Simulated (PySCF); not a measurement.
Al(Me)(OH)2 (CH5AlO2), SMILES [CH3][Al]([OH])[OH].

Geometry optimised at PBE-D3(BJ)/def2-SVP. The isomer is the one that the SMILES or the coordinates give; other isomers of the formula were not compared. The values are those of a single conformer.

Level of theory: PBE-D3(BJ)/def2-SVP (PySCF).

Frequencies are harmonic and unscaled.

A small imaginary wavenumber (i) marks a very flat motion, where grid noise or a shallow saddle decides the sign.

Computed vibrational spectrum:
| mode | ν (cm⁻¹) | IR (km/mol) | moving atoms (share of kinetic energy) |
|---|---|---|---|
| 1 | 5i | 0.1 | H 96 % |
| 2 | 183 | 0.1 | O 35 %, H 28 %, C 23 %, Al 14 % |
| 3 | 224 | 5.9 | Al 55 %, H 22 %, O 19 % |
| 4 | 237 | 27.0 | O 54 %, H 22 %, Al 15 %, C 9 % |
| 5 | 273 | 0.0 | H 93 % |
| 6 | 356 | 273.6 | H 83 %, O 15 % |
| 7 | 500 | 273.5 | H 88 %, O 11 % |
| 8 | 580 | 0.0 | O 55 %, H 37 % |
| 9 | 589 | 4.0 | H 47 %, C 39 % |
| 10 | 648 | 34.3 | H 74 %, C 18 % |
| 11 | 678 | 50.4 | H 74 %, C 21 % |
| 12 | 823 | 126.7 | Al 42 %, O 35 %, H 18 % |
| 13 | 894 | 128.2 | Al 50 %, O 44 % |
| 14 | 1165 | 20.7 | H 78 %, C 21 % |
| 15 | 1380 | 1.8 | H 95 % |
| 16 | 1380 | 1.2 | H 96 % |
| 17 | 2976 | 2.0 | H 97 % |
| 18 | 3068 | 3.3 | H 91 %, C 9 % |
| 19 | 3088 | 3.4 | H 91 %, C 9 % |
| 20 | 3825 | 22.8 | H 94 % |
| 21 | 3827 | 80.1 | H 94 % |
